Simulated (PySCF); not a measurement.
Excitations are Tamm–Dancoff values on a coarser integration grid. The basis has no diffuse functions, so Rydberg states are missing or too high.

Cartesian coordinates (Å):
SMILES: [Cl][Ga]([Cl])[Cl]
```xyz
4

Cl    -1.7804    -1.1318    -0.5164
Ga     0.0008     0.0012    -0.4630
Cl    -0.0767     2.1000    -0.6822
Cl     1.8593    -0.9638    -0.1901
```
Charge 0, spin multiplicity 1.

What HOMO, LUMO, S1–T1 gap (TDA), dipole moment, T1 excitation (TDA), S1 excitation (TDA), HOMO–LUMO gap and total energy does PBE-D3(BJ)/def2-TZVP // PBE0-D4/def2-TZVP (PySCF 2.14.0) give?


| Property | Value |
|---|---|
| HOMO | -8.01 eV |
| LUMO | -2.89 eV |
| S1–T1 gap (TDA) | 0.32 eV |
| dipole moment | 0.00 D |
| T1 excitation (TDA) | 4.96 eV |
| S1 excitation (TDA) | 5.28 eV |
| HOMO–LUMO gap | 5.12 eV |
| total energy | -89928.55 eV |
